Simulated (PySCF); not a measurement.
## MGe for M along the fourth-period p block

PBE0 with triple-zeta basis sets in PySCF, for the lowest determinant that a PBE0 search found; no spin–orbit coupling. De refers to high-spin ground-configuration atoms. A positive dipole means M(−)Ge(+).

```json
{"M": "Ge", "basis": "def2-TZVPP", "state (unpaired electrons)": "triplet (π ↑↑)", "Re (Å)": "2.383", "ωe (cm⁻¹)": "295", "De (eV)": "2.97", "μ (D)": "n/a"}
{"M": "As", "basis": "cc-pVTZ-PP", "state (unpaired electrons)": "doublet (π ↑)", "Re (Å)": "2.243", "ωe (cm⁻¹)": "357", "De (eV)": "2.98", "μ (D)": "1.01"}
{"M": "Se", "basis": "x2c-TZVPPall", "state (unpaired electrons)": "singlet (closed shell)", "Re (Å)": "2.135", "ωe (cm⁻¹)": "415", "De (eV)": "5.08", "μ (D)": "1.93"}
{"M": "Br", "basis": "def2-TZVPP", "state (unpaired electrons)": "doublet (π ↑)", "Re (Å)": "2.327", "ωe (cm⁻¹)": "296", "De (eV)": "3.71", "μ (D)": "1.56"}
```

By what factor does the well depth vary along the series?

At PBE0 it runs from 2.97 eV (Ge2) to 5.08 eV (GeSe), a factor of 1.71.

The rows differ in basis set, which adds steps of its own.

The state changes along the series, so neighbouring rows are not always alike in their bonding.

Spin–orbit coupling is left out. States were picked by a PBE0 search and need not be the measured ground states.
